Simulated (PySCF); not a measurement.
Compound: C₃H₃AlF₂.
Numbering: `[F:1][Al:2]([F:3])[C:4]1=[CH:5][CH2:6]1` (hydrogens: H7 on C5; H8, H9 on C6)

The calculation used PySCF 2.14.0, PBE0-D3(BJ)/def2-SVP geometry optimisation, gas phase.

(1) What internal coordinates does the optimisation give?

Results:

(1) 
```tsv
bond	length (pm)	order
F1–Al2, Al2–F3	165.4	single
Al2–C4	189.5	single
C4=C5	131.1	double
C5–C6	147.6	single
C4–C6	153.0	single
C5–H7	108.9	single
C6–H8, C6–H9	110.0	single
```

Bonds in one row agree within 1 pm and their mean is given. Orders are formal, as drawn. A selection of angles:
```tsv
angle	degrees
F1–Al2–F3	116.6
F1–Al2–C4	121.8
Al2–C4–C5	149.4
Al2–C4–C6	148.5
C5–C4–C6	62.1
C4–C5–C6	66.3
C4–C5–H7	147.3
C6–C5–H7	146.5
C5–C6–H8	120.0
C4–C6–C5	51.7
C4–C6–H8	119.2
H8–C6–H9	113.3
```

Dihedral angles: F1–Al2–C4–C5 -4° (synperiplanar); Al2–C4–C5–C6 -179° (antiperiplanar); Al2–C4–C6–C5 179° (antiperiplanar). The mirror-image conformer, all signs reversed, is as good.

The 3-membered ring C4–C5–C6 has internal angles of 51.7° to 66.3°. The C–C distances run from 1.311 Å (C4=C5, drawn double) to 1.530 Å (C4–C6, drawn single), a spread of 0.219 Å. Al2 (aluminium bonded to C and 2 F) is planar (angles 121.8°, 121.6° and 116.6°, sum 360.0°, 0.00 Å off the plane of its three neighbours).

Point group: near Cs, missed by 0.14 Å at most; the miss may be what the optimiser left on a soft mode. PBE0-D3(BJ)/def2-SVP frequencies: not computed here.
